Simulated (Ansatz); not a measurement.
Saddle point of TiSiH$_{8}$O$_{4}$, singlet (TiH₄O₄ ([OH][Ti]([OH])([OH])[OH]) + SiH₄ → TiSiH₈O₄ ([OH][TiH]([OH])([OH])[OH][SiH3]); bonds formed: Si1–O4, H2–Ti5; bonds broken: Si1–H2; bonds weakened to dative contacts: O4–Ti5), PBE0-D4/def2-TZVP structure:

```xyz
14
angstrom
Si -0.5874 -1.7176 -0.8915
H -0.4087 -0.1302 -1.2061
H 0.0936 -1.4856 1.5143
O -0.1320 -0.9585 0.7411
Ti 0.2936 0.9300 0.3581
O 1.8338 1.1213 -0.5272
O -0.9581 2.1161 -0.1145
O 0.6345 1.3115 2.0816
H -0.0596 -3.0173 -0.3267
H -0.1873 -1.9508 -2.3256
H -2.0711 -1.7620 -0.8362
H 2.7096 1.3236 -0.1928
H -1.3411 2.3257 -0.9675
H 0.1800 1.8937 2.6930
```

Energies are electronic, without zero-point energy. Barriers and step energies count from the start structure reached by relaxing down the imaginary mode; all methods use the PBE0-D4 structures, on which another method's saddle can fall below an end. Program: Ansatz 0.2.0. Basis: def2-TZVPP, with def2-QZVPP for the basis limit. Cores are frozen in the correlated methods. B3LYP uses VWN-RPA correlation. Extrapolation: Hartree–Fock as exp(−7.88 √X), correlation as X^−2.97.

```csv
method,barrier (kcal/mol),step energy (kcal/mol)
SPW92,8.12,4.44
PBE-D4,15.45,10.27
BLYP-D4,19.18,10.69
r2SCAN-D4,15.12,8.46
B97M-V,13.31,5.83
PBE0-D4,15.62,8.17
B3LYP-D4,18.85,8.80
r2SCAN0-D4,?,6.76
BHLYP-D4,18.84,6.35
CAM-B3LYP-D4,18.48,7.17
wB97X-V,17.92,7.47
wB97M-V,16.76,5.70
B2PLYP,?,8.84
PBE-QIDH,?,6.90
RPA on PBE,17.34,6.60
HF,25.21,9.14
MP2,16.63,7.10
CCSD,18.05,6.26
CCSD(T),16.62,6.54
```

Problem. Fill in the withheld barriers. (To be estimated.)

Solution. The calculation gives: PBE-QIDH 15.41; r2SCAN0-D4 15.35; B2PLYP 18.49 kcal/mol. Each is the energy of the saddle less that of the start structure, by the same method.

For comparison, the barrier by CCSD(T) at an estimated basis limit (MP2 extrapolated from triple and quadruple zeta, plus CCSD(T) − MP2 in triple zeta) is 15.76 kcal/mol.

No T1 diagnostic of these runs exceeds 0.023.

Labels in which every atom is bracketed show which atoms are joined, not bond orders.

For scale, one of the runs: CCSD(T)/def2-TZVPP, 342 basis functions, launched by `ansatz run in.yaml --threads 4 --pin off --events-out ev --progress --plain --max-ram 46080MiB --backend cuda --devices 0, --max-vram 37GiB`. Hardware: 4 CPU threads of an AMD EPYC 7R13 and a share of one NVIDIA H100, shared host. Wall time 18 s; peak host memory 0.86 GiB.
